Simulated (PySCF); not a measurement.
Species: C₈H₈Cl₂.
SMILES: `C=C(Cl)/C=C(\Cl)C#CCC`

Computed with TDDFT CAM-B3LYP/def2-SVPD, vertical, gas phase, core orbitals frozen in the response in PySCF 2.14.0, density-fitted response routines. Geometry: PBE0-D3(BJ)/def2-SVP, one conformer, isolated molecule. Torsions of this conformer, `[CH2:1]=[C:2]([Cl:3])/[CH:4]=[C:5](\[Cl:6])[C:7]#[C:8][CH2:9][CH3:10]`: C1–C2–C4–C5 180°.

Each state is given a Gaussian of 0.3 eV full width at half maximum, with ε(max) = 2.175×10⁸ f / Δν̃ (Δν̃ the width in cm⁻¹). The width is an assumption, not a result. The curve ends short of the highest state used, and states not computed would add to its high-energy end.

(λ (nm), ε (L mol⁻¹ cm⁻¹)): (199.0, 2494), (201.9, 2161), (204.9, 1401), (207.8, 1409), (210.8, 2807), (213.7, 4925), (216.7, 6130), (219.6, 5283), (222.6, 3194), (225.5, 1438), (228.5, 469), (231.4, 124), (234.4, 29), (237.3, 16), (240.3, 28), (243.2, 53), (246.2, 110), (249.1, 319), (252.1, 1131), (255.0, 3490), (258.0, 9242), (260.9, 19484), (263.9, 34691), (266.9, 51263), (269.8, 63322), (272.8, 67064), (275.7, 61261), (278.7, 48425), (281.6, 33937), (284.6, 20749), (287.5, 11523), (290.5, 5623), (293.4, 2546), (296.4, 1019), (299.3, 386), (302.3, 130)

(1) Where are the band maxima, and which computed states make them?

(2) On this curve, what absorbance would a 10⁻⁵ mol/L sample give at 248 nm over a 1 cm path?

Results:

(1) 272 nm (4.55 eV), ε about 67000, made up of S1 (100%); 217 nm (5.72 eV), ε about 6100, made up of S4 (99%); 199 nm (6.22 eV), ε about 2500, made up of S7 (97%) (ε in L mol⁻¹ cm⁻¹; maxima over ε = 5, shares over 10%). The states used: S1 4.55 eV (f 0.747); S2 4.99 eV (f 0.0007); S3 5.45 eV (f 0.0000); S4 5.72 eV (f 0.068); S5 5.76 eV (f 0.0002); S6 6.01 eV (f 0.0022); S7 6.22 eV (f 0.027); S8 6.50 eV (f 0.0024); S9 6.70 eV (f 0.016); S10 6.83 eV (f 0.0008).

(2) 248 nm is 4.999 eV, where ε is about 210 L mol⁻¹ cm⁻¹, so A = ε c l ≈ 0.0021 (Beer–Lambert, with the gas-phase spectrum and the assumed width).

The vertical ionisation energy (ΔSCF) is 8.22 eV, 1.39 eV above S10.
